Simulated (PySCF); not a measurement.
# TlH₃: fields on a plane

Level of theory: PBE0 in PySCF with Tl def2-TZVP with ECP60, H def2-TZVP; scalar-relativistic core potentials, no spin–orbit coupling; density-fitted integrals.

The singlet minimum has Tl–H 1.737 Å (×3); H–Tl–H 120.0° (×3).

The plane holds Tl1 at (0.00, 0.00), H2 at (1.74, 0.00), H3 at (-0.87, 1.50), H4 at (-0.87, -1.50) Å. Columns run from x = -2.85 to 4.05 Å, rows from y = 3.75 (top) to -3.45 Å, in steps of 0.3 Å. Other isomers or separated fragments may lie lower. Core electrons replaced by a potential are absent, the electrostatic potential uses the reduced nuclear charge, and values within about 0.7 Å of such atoms have no physical meaning.

Q: Give the electrostatic potential (V) (cut at 20 V). Lower edges of the bins (V): '0' -0.30, '1' -0.19, '2' 0.01, '3' 0.31, '4' 0.78, '5' 1.54, '6' 2.74, '7' 4.64, '8' 7.66, '9' 12.43; top 20.0.

A: 
```
111110000011111111111111
111000000001111111111111
100000000000111111111111
100000000000011111111111
000012221000011111111111
000024554211111111111111
000136886422221100001111
000247998544332100000111
000147998766543100000011
000136888998754321000001
001235799999975543200001
111246899999987875310000
112346999999999997420000
112346999999999997420000
111246899999987875310000
001235799999975543200001
000136888998754321000001
000147998766543100000011
000247998544332100000111
000136886422221100001111
000024554211111111111111
000012221000011111111111
100000000000011111111111
100000000000111111111111
111000000001111111111111
```

Q: Give the electron localisation function (set to 0 where the density is under 0.005 e/Å³). Lower edges of the bins: '_' 0.000, '.' 0.100, ':' 0.200, '-' 0.300, '=' 0.400, '+' 0.500, '*' 0.600, '#' 0.700, '%' 0.800, '@' 0.900; top 1.00, each point printed twice.

A: 
```
________________________________________________
________________________________________________
________________________________________________
________%%@@@@@@@@##==__________________________
______%%@@@@@@@@@@@@##::________________________
____##@@@@@@@@@@@@@@%%--..______________________
____@@@@@@@@@@@@@@@@##==....____________________
____@@@@@@@@@@@@@@@@**==::::..::::--____________
__==%%@@@@@@@@@@@@**====------++######__________
__::**%%@@@@@@%%==--------==**%%@@@@@@%%________
__..--++####++----==++==--==##@@@@@@@@@@##______
____..--====----**####**----%%@@@@@@@@@@@@______
____..::------++##____##==--@@@@@@@@@@@@@@______
____..::------++##____##==--@@@@@@@@@@@@@@______
____..--====----**####**----%%@@@@@@@@@@@@______
__..--++####++----==++==--==##@@@@@@@@@@##______
__::**%%@@@@@@%%==--------==**%%@@@@@@%%________
__==%%@@@@@@@@@@@@**====------++######__________
____@@@@@@@@@@@@@@@@**==::::..::::--____________
____@@@@@@@@@@@@@@@@##==....____________________
____##@@@@@@@@@@@@@@%%--..______________________
______%%@@@@@@@@@@@@##::________________________
________%%@@@@@@@@##==__________________________
________________________________________________
________________________________________________
```

With an element this heavy the missing spin–orbit coupling can shift these numbers.
